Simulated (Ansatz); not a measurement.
Basis-set extrapolation for `O[SiH2]C#C[SiH2]F` (PBE0-D4/def2-TZVP geometry, frozen core, Ansatz 0.2.0). Multiplicity 1, RHF reference.

```json
{"": "HF", "def2-TZVPP": "-831.032418", "def2-QZVPP": "-831.062604"}
{"": "MP2 correlation", "def2-TZVPP": "-1.021686", "def2-QZVPP": "-1.103713"}
{"": "CCSD(T) correlation", "def2-TZVPP": "-1.098422", "def2-QZVPP": "not run"}
```

Energies in hartree. Use E(X) = E(∞) + A·exp(−7.88·√X) for Hartree–Fock and E(X) = E(∞) + B·X^(−2.97) for correlation, with X = 3 and 4, and add CCSD(T) minus MP2 of the smaller set to the MP2 limit.

Task: What is the CCSD(T) energy at the basis-set limit?

Result: HF limit: -831.062604 + (-0.030186) × 0.13774 = -831.06676. MP2 limit: -1.103713 + (-0.082027) × 0.74074 = -1.16447. Higher-order term: -1.098422 − (-1.021686) = -0.07674. Total: -832.30797 hartree, 111.2 kcal/mol below CCSD(T)/def2-TZVPP.
